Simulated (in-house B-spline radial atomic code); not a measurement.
RPA and G0W0 for Br2+, [Ar] 3d10 4s2 4p3, highest spin, as one setting changes: the highest l of the empty states. Start: Hartree-Fock. A dash marks a level of low quasi-particle weight. Computed with a B-spline radial code for spherical atoms: all electrons, scalar-relativistic (spin-free one-electron X2C), finite nucleus, each spin shell either full or empty, empty states to the listed l with an (l + 1/2)⁻⁴ tail; G0W0 by contour deformation at full frequency.

```json
{"highest l of the empty states": "4", "RPA summed (Eh)": "-1.9594", "RPA extrapolated (Eh)": "-2.2401", "G0W0 level (eV)": "4p up -35.72"}
{"highest l of the empty states": "5", "RPA summed (Eh)": "?", "RPA extrapolated (Eh)": "?", "G0W0 level (eV)": "?"}
{"highest l of the empty states": "6", "RPA summed (Eh)": "-2.1452", "RPA extrapolated (Eh)": "-2.2504", "G0W0 level (eV)": "4p up -35.72"}
{"highest l of the empty states": "7", "RPA summed (Eh)": "?", "RPA extrapolated (Eh)": "?", "G0W0 level (eV)": "?"}
{"highest l of the empty states": "8", "RPA summed (Eh)": "-2.1958", "RPA extrapolated (Eh)": "-2.2386", "G0W0 level (eV)": "4p up -35.71"}
{"highest l of the empty states": "9", "RPA summed (Eh)": "-2.2066", "RPA extrapolated (Eh)": "-2.2356", "G0W0 level (eV)": "4p up -35.71"}
{"highest l of the empty states": "10", "RPA summed (Eh)": "-2.2134", "RPA extrapolated (Eh)": "-2.2339", "G0W0 level (eV)": "4p up -35.71"}
{"highest l of the empty states": "11", "RPA summed (Eh)": "-2.2178", "RPA extrapolated (Eh)": "-2.2328", "G0W0 level (eV)": "4p up -35.71"}
```

Problem. What belongs in the row for 7?

Solution. RPA summed (Eh): -2.1778; RPA extrapolated (Eh): -2.2444; G0W0 level (eV): 4p up -35.71.

Problem. What belongs in the row for 5?

Solution. RPA summed (Eh): -2.0839; RPA extrapolated (Eh): -2.2574; G0W0 level (eV): 4p up -35.72.
